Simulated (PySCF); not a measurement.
Computed IR spectrum (relative IR intensity) of a molecule C4H7F. Coordinates come from a PBE-D3(BJ)/def2-SVP optimisation. Other conformers were not sampled. Calculation: PBE-D3(BJ)/def2-SVP (PySCF). Harmonic, unscaled wavenumbers; measured fundamentals usually lie a few per cent lower.

Lines under 2 % of the strongest are left out, and lines within 2 cm⁻¹ are merged.

ν (cm⁻¹): 390 (w), 696 (m), 820 (vw), 893 (w), 907 (m), 923 (m), 984 (m), 1030 (w), 1087 (m), 1255 (vs), 1304 (m), 1365 (m), 1398 (w), 1415 (w), 1458 (s), 2975 (m), 3062 (m), 3082 (m), 3169 (w) (against the strongest line: vs over 80 %, s over 45 %, m over 15 %, w over 4 %, vw less)

Q: Identify the compound among the candidates.
A. C=C[C@H](C)F
B. C/C=C(\C)F
C. CC1(F)CC1
D. FC1CCC1

A: C, CC1(F)CC1
